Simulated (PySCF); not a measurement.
Species: H6OSSi2.
Atom-mapped SMILES: `[OH:1][SiH2:2][S:3][SiH3:4]` (hydrogens: H5 on O1; H6, H7 on Si2; H8, H9, H10 on Si4)

Torsions of this conformer, `[OH:1][SiH2:2][S:3][SiH3:4]`: O1–Si2–S3–Si4 179°, H–O1–Si2–S3 1°.

The closed-shell ground state was solved at several levels (PySCF, density fitting, gas phase, non-relativistic). One conformer (not necessarily the lowest) at the PBE0-D3(BJ)/def2-SVP geometry, without solvent, vibrations or thermal averaging.

```
              level  basis functions  total energy (Eh)  HOMO (eV)  LUMO (eV)  gap (eV)  dipole (D)
CAM-B3LYP/def2-SVPD              146         -1055.7311      -8.83       0.36      9.19        0.85
  mPW1PW91/pcSseg-2              249         -1056.2076      -7.62      -0.50      7.12        0.81
```

Task: What might PBE0/pcSseg-1 (119 basis functions) give for the same quantities?

Result: Total energy -1055.5747 Eh, HOMO -7.60 eV, LUMO -0.24 eV, gap 7.36 eV, dipole 0.86 D.

Task: Over all these levels, which gives the widest orbital gap and which the narrowest?

Result: CAM-B3LYP/def2-SVPD (range-separated hybrid) has the widest, 9.19 eV, and mPW1PW91/pcSseg-2 (global hybrid, 25 % exact exchange) the narrowest, 7.12 eV. Functional and basis both differ between the two, so the spread mixes both effects.

Task: How far do the dipole and the HOMO energy spread over the levels?

Result: The dipole runs from 0.81 to 0.86 D (mean 0.84 D) and the HOMO from -8.83 to -7.60 eV.
